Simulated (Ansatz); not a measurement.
`C[SiH](O)C(N)=O` → `C=C[Si](N)(O)O`  (isomerisation)

Isolated molecules relaxed with PBE0-D4/def2-TZVP in Ansatz; ΔE leaves out vibrations. CBS: MP2 limit from def2 TZ/QZ plus the TZ coupled-cluster correction, frozen cores. DFT in def2-TZVPP. Each species was taken in one conformer, which may not be the lowest.

| level | ΔE (kcal/mol) |
| --- | --- |
| PBE0-D4 | -31.0 |
| SCS-MP2/def2-TZVPP | -38.5 |
| CCSD(T)/def2-TZVPP | -38.0 |
| HF/def2-QZVPP | -40.1 |

Q: What does CCSD(T)/CBS give? (An estimate is asked.)

A: Computed: -39.5 kcal/mol. The listed levels differ from it by 8.5, 1.0, 1.5, -0.6 kcal/mol.

Largest T1 diagnostic among the species: 0.015.

The D4 term adds −0.8 kcal/mol with B3LYP and −0.4 kcal/mol with PBE0; it sums over pairs of atoms, weighted by their polarisabilities, and B3LYP, whose exchange is more repulsive, gets the larger term. From PBE to PBE0 (25 % exact exchange), in def2-TZVPP and without D4, ΔE moves by −4.3 kcal/mol.

B3LYP here is the variant with VWN-RPA as its local correlation; programs differ in this.
